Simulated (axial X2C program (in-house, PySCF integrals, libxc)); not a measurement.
# Potential curves of RuTe⁺, with spin–orbit coupling

Computed with an axial X2C code built on PySCF integrals. Two-component (2c) means X2C with spin–orbit coupling and atomic mean-field two-electron Coulomb and Gaunt terms. Basis: Te dyall-cv3z [11s12p8d4f1g], Ru dyall-cv3z [12s12p8d5f3g] (cores contracted in-house); Gaussian nuclei, density fitting, unrestricted open shells. Masses: Te 129.906 u, Ru 101.904 u.

State: Ω = 5/2 (⟨Sz⟩ = 2.43, ⟨Lz⟩ = 0.07 at HF). Energies in cm⁻¹ from the lowest point of each curve. Fits are polynomials in 1 − R0/R over 0.85 to 1.23 times the lowest point R0.

```csv
R (Å),CCSD,HF
2.1524,,15613
2.2513,3990,8846
2.3256,1705,5496
2.3998,475,3213
2.4740,0,1709
2.5606,96,661
2.6472,646,146
2.7585,1722,0
2.8946,,298
3.0925,,1188
```

Correlated methods: 13 electrons correlated (number of frozen shells: Te 4 s, 3 p, 2 d; Ru 4 s, 3 p, 1 d), 343 virtual spin orbitals or spinors in MP2, 90 natural virtuals in coupled cluster.

The state is a single determinant with fixed occupations, the lowest that a limited PBE0 search found. CCSD ran in a truncated set of natural virtual spinors with an MP2 remainder; without triples it tends to underbind. Other states lie close and PBE0, whose exact exchange favours high spin, may order them wrongly; the determinant shown need not be the ground state. The nearest other 2c determinant of the search, Ω = 3/2, lies 0.44 eV up at the distance of the search. With several unpaired electrons one determinant need not be a pure state. This is the top spin component of a Σ state; components of lower Ω are not single determinants and can lie lower. The T1 diagnostic is large, a sign of multireference character. With the outer-core shells frozen, correlated bond lengths of heavy atoms tend to come out a few hundredths of an ångström too long. Coupled cluster ran on the points near the minimum only. MP2 and coupled cluster on one determinant become unreliable at the stretched end.

**Question.** Fit the CCSD curve near its minimum: give the equilibrium distance and the harmonic wavenumber.

**Answer.** At CCSD, 2c: Re = 2.501 Å, ωe ≈ 220 cm⁻¹; Be follows as 0.0472 cm⁻¹.

**Question.** What are Re and ωe at the HF level?

**Answer.** At HF, 2c: Re = 2.738 Å, ωe ≈ 136 cm⁻¹; Be follows as 0.0394 cm⁻¹.
